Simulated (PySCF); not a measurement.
**From computed data to an observable: entropy of an ideal gas**

Be(Br)(NH2) (BeBrH₂N), SMILES [NH2][Be][Br].

Geometry: PBE0-D3(BJ)/def2-TZVP. The values are those of a single conformer.

PBE0-D3(BJ)/def2-TZVP (PySCF 2.14.0) gives the harmonic wavenumbers 209, 258, 366, 421, 673, 1287, 1570, 3622, 3705 cm⁻¹ and the rotational temperatures 17.6860, 0.1320, 0.1311 K. The molar mass is 104.94 g/mol, the symmetry number 2, the spin multiplicity 1.

Question: Work out the entropy at 298.15 K and 1 atm in the rigid-rotor, harmonic-oscillator model.

Answer: 
Translation (Sackur–Tetrode at 1 atm): S = R[1.5 ln M + 2.5 ln T − 1.16487] = 166.8 J/(mol K).
Rotation: q = (√π/σ) T^1.5/√(θA θB θC) = 8250, S = R[ln q + 3/2] = 87.4 J/(mol K).
Vibration: with u = 1.4388 ν/T, each mode gives R[u/(e^u − 1) − ln(1 − e^−u)]:
```csv
ν (cm⁻¹),modes,u,S (J/(mol K))
209,1,1.01,8.59
258,1,1.25,7.01
366,1,1.77,4.59
421,1,2.03,3.72
673,1,3.25,1.42
1287,1,6.21,0.12
1570,1,7.58,0.04
```
The stiffer modes add less than 0.005 each. Sum 25.5 J/(mol K).
Spin: R ln 1 = 0.0 J/(mol K).
Total 279.7 J/(mol K); the program's own thermochemistry gives 279.7. Translation makes up 60 % and vibration 9 %. Anharmonicity, hindered rotation and orbital degeneracy are left out.
